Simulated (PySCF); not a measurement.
OSn, SMILES [O]=[Sn] (connectivity only; charge and spin as stated), neutral, multiplicity 1. Coordinates come from a PBE-D3(BJ)/def2-TZVP optimisation. The def2 effective core potentials stand for the cores of Sn; spin–orbit coupling is left out.

All values below come from PBE-D3(BJ)/def2-TZVP (PySCF).

Harmonic wavenumbers (cm⁻¹): 806. Rotational constants (GHz): 10.50 (linear); symmetry number 1.

Question: Work out the zero-point energy and the ideal-gas rigid-rotor harmonic-oscillator thermochemistry at 298.15 K and 1 atm.

Answer: ZPE = ½ Σ hcν = ½ × 806 cm⁻¹ = 1.15 kcal/mol. H − E(el) = 3.27 kcal/mol. Entropy in cal/(mol K): translation 40.61, rotation 14.67, vibration 0.20, total 55.48. G − E(el) = -13.27 kcal/mol. Cp = 7.60 cal/(mol K).
